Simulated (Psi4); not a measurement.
Calculation: SAPT0/jun-cc-pVDZ, frozen core (Psi4 1.11).

Psi4 input:

```
molecule {
0 1
C -0.00575667 0.00113348 0.00000883
O 1.17141638 -0.22576214 -0.00056043
H -0.76041557 -0.80944560 -0.00042503
H -0.40524413 1.03407426 0.00097663
--
1 1
O 3.42575940 0.85320923 -0.00268181
H 3.87274785 0.81853064 0.87004060
H 2.51582067 0.48649147 0.01067403
H 3.97581140 0.50431314 -0.73640966
units angstrom
symmetry c1
no_reorient
no_com
}
set basis jun-cc-pvdz
set scf_type df
set freeze_core true
energy('sapt0')
```

Part of the output:

```
    SAPT Results
  --------------------------------------------------------------------------------------------------------
    Electrostatics                -49.26201739 [mEh]     -30.91238261 [kcal/mol]    -129.33740883 [kJ/mol]
      Elst10,r                    -49.26201739 [mEh]     -30.91238261 [kcal/mol]    -129.33740883 [kJ/mol]

    Exchange                       33.98936593 [mEh]      21.32864913 [kcal/mol]      89.23906796 [kJ/mol]
      Exch10                       33.98936593 [mEh]      21.32864913 [kcal/mol]      89.23906796 [kJ/mol]
      Exch10(S^2)                  33.40829401 [mEh]      20.96402099 [kcal/mol]      87.71346383 [kJ/mol]

    Induction                     -31.28280660 [mEh]     -19.63025750 [kcal/mol]     -82.13299740 [kJ/mol]
      Ind20,r                     -32.93763642 [mEh]     -20.66867890 [kcal/mol]     -86.47775251 [kJ/mol]
      Exch-Ind20,r                 10.70468797 [mEh]       6.71729311 [kcal/mol]      28.10515439 [kJ/mol]
      delta HF,r (2)               -9.04985814 [mEh]      -5.67887172 [kcal/mol]     -23.76039928 [kJ/mol]

    Dispersion                     -5.00244738 [mEh]      -3.13908312 [kcal/mol]     -13.13392379 [kJ/mol]
      Disp20                       -5.99744525 [mEh]      -3.76345371 [kcal/mol]     -15.74629033 [kJ/mol]
      Exch-Disp20                   0.99499787 [mEh]       0.62437059 [kcal/mol]       2.61236654 [kJ/mol]
      Disp20 (SS)                  -2.99872262 [mEh]      -1.88172686 [kcal/mol]      -7.87314517 [kJ/mol]
      Disp20 (OS)                  -2.99872262 [mEh]      -1.88172686 [kcal/mol]      -7.87314517 [kJ/mol]
      Exch-Disp20 (SS)              0.60961242 [mEh]       0.38253757 [kcal/mol]       1.60053718 [kJ/mol]
      Exch-Disp20 (OS)              0.38538545 [mEh]       0.24183302 [kcal/mol]       1.01182937 [kJ/mol]

  Total HF                        -46.55545805 [mEh]     -29.21399098 [kcal/mol]    -122.23133827 [kJ/mol]
  Total SAPT0                     -51.55790543 [mEh]     -32.35307410 [kcal/mol]    -135.36526205 [kJ/mol]
```
